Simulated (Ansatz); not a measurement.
C2H6OSi, SMILES `C=C(O)[SiH3]`. The species carries charge 0 and has multiplicity 1. Geometry: relaxed with PBE0-D4/def2-TZVP. It is one conformer, not always the lowest.

```xyz
10

C     1.355    0.596   -0.642
C     0.064    0.318   -0.474
O    -0.842    0.794   -1.382
Si   -0.526   -0.709    0.979
H     1.700    1.190   -1.482
H     2.089    0.231    0.063
H    -1.732    0.523   -1.145
H    -1.502    0.075    1.786
H     0.636   -1.100    1.811
H    -1.241   -1.918    0.483
```

Q: What is the dipole moment at PBE/def2-TZVPP? (Best estimate.)

A: Computed: 1.11 D, with components (-0.85, -0.47, 0.54) D in this frame, pointing from negative to positive charge.

Q: And with r2SCAN, B3LYP, ωB97M-V? (An estimate is asked.)

A: Computed: r2SCAN 1.15 D, B3LYP 1.18 D, ωB97M-V 1.20 D.

Q: Give the Mulliken charges with PBE, B3LYP, r2SCAN in def2-TZVPP. (An estimate is asked.)

A: Ansatz gave: 
```
atom    PBE  B3LYP  r2SCAN
  C1  -0.25  -0.27   -0.23
  C2   0.10   0.10    0.09
  O3  -0.24  -0.28   -0.30
 Si4   0.14   0.22    0.26
  H5   0.08   0.10    0.08
  H6   0.10   0.11    0.09
  H7   0.20   0.19    0.21
  H8  -0.05  -0.06   -0.06
  H9  -0.05  -0.06   -0.06
 H10  -0.05  -0.06   -0.06
```

B3LYP here is the variant with VWN-RPA as its local correlation; programs differ in this.
